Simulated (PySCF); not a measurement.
C₅H₇F, SMILES [C@@H]1(F)C(=CC1)C. The structure is a stationary point at PBE0-D3(BJ)/def2-SVP. The structure was generated by enumeration; whether it is a known compound was not checked.

Computed equilibrium geometry at PBE0-D3(BJ)/def2-SVP (PySCF confirms it by a frequency run) as Cartesian coordinates in Å:
```xyz
13

C      2.0148    -0.1470     0.5389
C      0.5862     0.2079     0.3833
C     -0.3533     0.8279     1.1197
C     -1.4700     0.6116     0.1248
C     -0.3617     0.0057    -0.7724
F     -0.5579    -1.2881    -1.1827
H      2.1519    -1.2351     0.4282
H      2.4024     0.1545     1.5223
H      2.6301     0.3321    -0.2409
H     -0.3220     1.3399     2.0860
H     -1.9944     1.5000    -0.2660
H     -2.2141    -0.1459     0.4174
H     -0.1279     0.6102    -1.6677
```
